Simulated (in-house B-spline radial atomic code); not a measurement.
RPA and G0W0 for Li, [He] 2s1, highest spin, as one setting changes: the radius of a hard wall (bohr). Start: PBE. A dash marks a level of low quasi-particle weight. Computed with an all-electron radial atomic-structure program (B-spline basis): all electrons, non-relativistic, point nucleus, each spin shell either full or empty, empty states to l = 9 with an (l + 1/2)⁻⁴ tail; G0W0 by contour deformation at full frequency.

RPA overbinds a lone outer s electron by self-correlation, and G0W0 tends to as well.

```json
{"radius of a hard wall (bohr)": "3.5", "mean-field level (eV)": "8.511", "G0W0 level (eV)": "2s up 3.216", "RPA correlation (Eh)": "-0.15012"}
{"radius of a hard wall (bohr)": "4", "mean-field level (eV)": "4.235", "G0W0 level (eV)": "2s up -0.502", "RPA correlation (Eh)": "-0.13617"}
{"radius of a hard wall (bohr)": "5", "mean-field level (eV)": "0.080", "G0W0 level (eV)": "2s up -3.906", "RPA correlation (Eh)": "-0.12496"}
{"radius of a hard wall (bohr)": "6", "mean-field level (eV)": "?", "G0W0 level (eV)": "?", "RPA correlation (Eh)": "?"}
{"radius of a hard wall (bohr)": "8", "mean-field level (eV)": "?", "G0W0 level (eV)": "?", "RPA correlation (Eh)": "?"}
{"radius of a hard wall (bohr)": "12", "mean-field level (eV)": "-3.207", "G0W0 level (eV)": "-", "RPA correlation (Eh)": "-0.11273"}
```

**Question.** What belongs in the row for 6?

**Answer.** mean-field level (eV): -1.652; G0W0 level (eV): 2s up -5.166; RPA correlation (Eh): -0.11973.

**Question.** What belongs in the row for 8?

**Answer.** mean-field level (eV): -2.841; G0W0 level (eV): 2s up -5.793; RPA correlation (Eh): -0.11493.
